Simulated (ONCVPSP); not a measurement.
## What the settings do to the ONCV potential of gold

Base potential:

```json
{
 "Element": "gold (Au)",
 "Generator": "ONCVPSP 4.0.1",
 "Type": "optimised norm-conserving Vanderbilt (ONCV)",
 "Functional": "PBE",
 "Relativity": "scalar-relativistic",
 "Frozen core": "[Kr] 4d10 4f14",
 "Valence charge": "19",
 "Reference configuration": "5s2 5p6 5d10 6s1",
 "Partial waves": "5s+6s: rc 1.35 bohr, ncon 3, nbas 7, qcut 9.6 1/bohr, 2 projectors; 5p: rc 1.65 bohr, ncon 3, nbas 6, qcut 9.7 1/bohr, 2 projectors, debl 2.5 Ha; 5d: rc 1.35 bohr, ncon 5, nbas 10, qcut 12.3 1/bohr, local",
 "Local potential": "the d channel",
 "Core correction": "none"
}
```

All-electron outer shells of the reference configuration (PBE, scalar-relativistic, ld1.x):

```json
{"shell": "5s", "level (eV)": "-108.37", "outermost node (bohr)": "0.48", "outermost maximum (bohr)": "0.84"}
{"shell": "4f", "level (eV)": "-81.12", "outermost node (bohr)": "–", "outermost maximum (bohr)": "0.37"}
{"shell": "5p", "level (eV)": "-59.78", "outermost node (bohr)": "0.52", "outermost maximum (bohr)": "0.96"}
{"shell": "5d", "level (eV)": "-6.88", "outermost node (bohr)": "0.56", "outermost maximum (bohr)": "1.21"}
{"shell": "6s", "level (eV)": "-5.76", "outermost node (bohr)": "1.11", "outermost maximum (bohr)": "2.32"}
```

Cutoffs, loose and tight: the cutoffs (Ha) at which the residual kinetic energy of the hardest occupied pseudo-wave falls to 1 and 0.1 mHa per electron. They do not see the model core or the augmentation charge, which bear on the density cutoff. Test errors are all-electron minus pseudo excitation energies from the reference, over the configurations 5s2 5p6 5d10 6s0; 5s2 5p6 5d9 6s0; 5s2 5p6 5d8 6s0; 5s2 5p6 5d7 6s0. A dash means not determined; rows that change the core or the reference have their own tests.

```tsv
change	outcome	cutoff, loose	cutoff, tight	bound ghosts	GHOST(+) flags above zero	largest test error (meV)
base	generated	36 Ha	49 Ha	none	none	-18
p: qcut 10	generated	36 Ha	49 Ha	none	none	-18
core correction polynomial model core, fcfact 0.35	generated	36 Ha	49 Ha	none	none	-27
s: rc 1.12	failed: test_data: rc < rc(lloc) for l = 0. Not allowed.	–	–	–	–	–
s: nproj 3	generated	36 Ha	49 Ha	none	none	-18
p: ncon 5, nbas 8	generated	36 Ha	49 Ha	none	none	-19
functional LDA (Perdew-Wang 92)	generated	36 Ha	49 Ha	none	none	-11
core [Xe] 4f14, valence charge 11; reference 5d9; waves now s scattering state at 0.25 Ha: rc 1.35 bohr, ncon 4, nbas 7, qcut 3.9 1/bohr, 1 projector; p scattering state at 0.02 Ha: rc 1.55 bohr, ncon 4, nbas 7, qcut 4.2 1/bohr, 2 projectors, debl 2.6 Ha; 5d: rc 1.45 bohr, ncon 4, nbas 7, qcut 5.9 1/bohr, 2 projectors, debl 2 Ha; local potential polynomial inside 1.05 bohr (lpopt 4, dvloc0 6 Ha)	failed: optimize: ERROR ps0norm > uunorm, code will stop	–	–	–	–	–
reference 5s2 5p6 5d10 6s0.5 6p0.5; wave 5p: rc 1.65 bohr, ncon 3, nbas 6, qcut 9.7 1/bohr, 2 projectors, debl 2.5 Ha becomes 5p+6p: rc 1.65 bohr, ncon 3, nbas 6, qcut 9.7 1/bohr, 2 projectors	generated	36 Ha	49 Ha	none	none	-2.6 over the solved tests; 1 of 4 tests not solved or not reliable
```

(1) What comes out with this change to the base: d: qcut 10.8?

(2) What comes out with this change to the base: s: qcut 14.1; p: qcut 14.3; d: qcut 18.1?

## Answers

(1) outcome: generated; cutoff, loose: 33 Ha; cutoff, tight: 43 Ha; bound ghosts: none; GHOST(+) flags above zero: none; largest test error (meV): -17.

(2) outcome: failed: ERROR pspot: first pseudo wave function has node, program will stop. Cause: the optimised pseudo-wave of the first projector has a node, so the radial equation cannot be inverted for a potential.
